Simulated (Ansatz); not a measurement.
`[SiH3]SCC=S` + H₂ → `CS[SiH3]` + `C=S` at 600 K and 1 bar (hydrogenolysis of a C–C bond).

Computed with Ansatz on PBE0-D4/def2-TZVP structures; ΔE is electronic, products minus reactants. CCSD(T)/CBS adds triple-zeta CCSD(T) − MP2 to the extrapolated MP2 energy (def2 sets, frozen cores). This one scheme is used for every species. Each species was taken in one conformer, which may not be the lowest.

```json
{"species": "`[SiH3]SCC=S`", "CCSD(T)/CBS energy (Eh)": "-1164.33249", "H − E (kJ/mol)": "253.7", "S (J/(mol·K))": "461.5"}
{"species": "H₂", "CCSD(T)/CBS energy (Eh)": "-1.17544", "H − E (kJ/mol)": "43.9", "S (J/(mol·K))": "150.8"}
{"species": "`CS[SiH3]`", "CCSD(T)/CBS energy (Eh)": "-728.52947", "H − E (kJ/mol)": "217.4", "S (J/(mol·K))": "385.5"}
{"species": "`C=S`", "CCSD(T)/CBS energy (Eh)": "-436.98974", "H − E (kJ/mol)": "88.9", "S (J/(mol·K))": "261.7"}
```

H − E and S are ideal-gas, rigid-rotor, harmonic terms from PBE0-D4/def2-TZVP, for one conformer and one mirror image of each species. The MP2-based limit puts H₂ 0.8 mEh under its directly extrapolated value; such offsets cancel only in part. 1 Eh = 2625.50 kJ/mol, R = 8.31446 J/(mol·K).

**Question.** By hand: ΔE, ΔH, ΔS and ΔG.

**Answer.** ΔE = (-728.52947) + (-436.98974) − (-1164.33249) − (-1.17544) = -0.01128 Eh = -29.6 kJ/mol. Δ(H − E) = 217.4 + 88.9 − 253.7 − 43.9 = 8.7, so ΔH = -20.9 kJ/mol. ΔS = 385.5 + 261.7 − 461.5 − 150.8 = 34.9 J/(mol·K). ΔG = -20.9 − 600 × (34.9)/1000 = -41.8 kJ/mol.

**Question.** By hand: the equilibrium constant, and the temperature at which ΔG would vanish if ΔH and ΔS stayed fixed.

**Answer.** log₁₀ K = −ΔG/(RT ln 10) = 3.6. ΔH and −TΔS have one sign here, so there is no such temperature.

TΔS isn't small against ΔH here. A doubt of 5 kJ/mol in ΔE shifts log₁₀ K by 0.4 here. Other conformers and mirror images would add mixing entropy, several J/(mol·K) or more a flexible species. These are equilibria of isolated gas molecules and say nothing of rates. Largest T1 diagnostic: 0.016 (customary marks: 0.02 for closed shells, 0.045 for open ones).
